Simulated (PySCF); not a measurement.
Compound: C₅H₁₁OPSi.
SMILES with atom numbers: `[CH:1]#[C:2][P@:3](=[O:4])([CH2:5][CH3:6])[CH2:7][SiH3:8]` (hydrogens: H9 on C1; H10, H11 on C5; H12, H13, H14 on C6; H15, H16 on C7; H17, H18, H19 on Si8)

The same species was optimised twice, with GFN2-xTB and with PBE0-D3(BJ)/def2-SVP (PySCF), and the same property calculations (PySCF, gas phase) were run on both structures.

```tsv
coordinate	GFN2-xTB	PBE0-D3(BJ)/def2-SVP	change
P3=O4 (Å)	1.467	1.496	+0.029
P3–C5 (Å)	1.835	1.820	-0.015
C1≡C2 (Å)	1.201	1.214	+0.013
P3–C7 (Å)	1.820	1.811	-0.009
C5–C6 (Å)	1.518	1.520	+0.002
C7–Si8 (Å)	1.901	1.900	-0.001
C2–P3 (Å)	1.782	1.781	-0.001
P3–C5–C6 (°)	114.8	117.1	+2.3
O4–P3–C7 (°)	114.4	112.5	-1.9
C5–P3–C7 (°)	109.1	107.5	-1.6
C2–P3–C7 (°)	103.0	104.6	+1.6
C1–C2–P3 (°)	176.6	177.6	+1.0
C2–P3–C5 (°)	102.5	103.3	+0.8
O4–P3–C5 (°)	113.2	113.9	+0.7
P3–C7–Si8 (°)	109.2	109.9	+0.7
C2–P3–C5–C6 (°)	-60	-54	+6
C2–P3–C7–Si8 (°)	173	-166	+21
```

Rotational constants: A = 1906, B = 1009, C = 876.0 MHz (GFN2-xTB) against A = 1895, B = 982.4, C = 841.5 MHz (PBE0-D3(BJ)/def2-SVP). Point groups within 0.08 Å: C1 and C1.

On the GFN2-xTB structure: HOMO (eV) -7.69 [PBE0/pcSseg-1]; LUMO (eV) -0.21 [PBE0/pcSseg-1]; dipole (D) 4.12 [PBE0/pcSseg-1]; GIAO shielding of C1 (ppm) 91.4 [PBE0/pcSseg-1]; GIAO shielding of C2 (ppm) 99.5 [PBE0/pcSseg-1]; GIAO shielding of P3 (ppm) 321.2 [PBE0/pcSseg-1]; GIAO shielding of O4 (ppm) 217.6 [PBE0/pcSseg-1]; GIAO shielding of C5 (ppm) 156.2 [PBE0/pcSseg-1]; GIAO shielding of C6 (ppm) 178.2 [PBE0/pcSseg-1]; GIAO shielding of C7 (ppm) 172.0 [PBE0/pcSseg-1]; GIAO shielding of Si8 (ppm) 431.2 [PBE0/pcSseg-1].

Problem. What do these properties become on the PBE0-D3(BJ)/def2-SVP structure?

Solution. 
```tsv
property	level	on GFN2-xTB	on PBE0-D3(BJ)/def2-SVP	change
HOMO (eV)	PBE0/pcSseg-1	-7.69	-7.69	0.00
LUMO (eV)	PBE0/pcSseg-1	-0.21	-0.41	-0.20
dipole (D)	PBE0/pcSseg-1	4.12	4.43	+0.31
energy, GFN2-xTB geometry as zero (kcal/mol)	PBE0/pcSseg-1	0.0	-2.4	-2.4
GIAO shielding of C1 (ppm)	PBE0/pcSseg-1	91.4	88.0	-3.4
GIAO shielding of C2 (ppm)	PBE0/pcSseg-1	99.5	100.1	+0.6
GIAO shielding of P3 (ppm)	PBE0/pcSseg-1	321.2	315.6	-5.6
GIAO shielding of O4 (ppm)	PBE0/pcSseg-1	217.6	211.4	-6.2
GIAO shielding of C5 (ppm)	PBE0/pcSseg-1	156.2	157.4	+1.2
GIAO shielding of C6 (ppm)	PBE0/pcSseg-1	178.2	175.5	-2.7
GIAO shielding of C7 (ppm)	PBE0/pcSseg-1	172.0	173.0	+1.0
GIAO shielding of Si8 (ppm)	PBE0/pcSseg-1	431.2	426.0	-5.2
```

The heavy atoms differ by 0.188 Å rms after alignment. Among the bonds compared P3=O4 changes most (+0.029 Å). Changes are differences of the printed values. Neither structure is proved a minimum here.

Conformer computed: `[CH:1]#[C:2][P@:3](=[O:4])([CH2:5][CH3:6])[CH2:7][SiH3:8]`: C2–P3–C5–C6 -54°, C2–P3–C7–Si8 -166°.
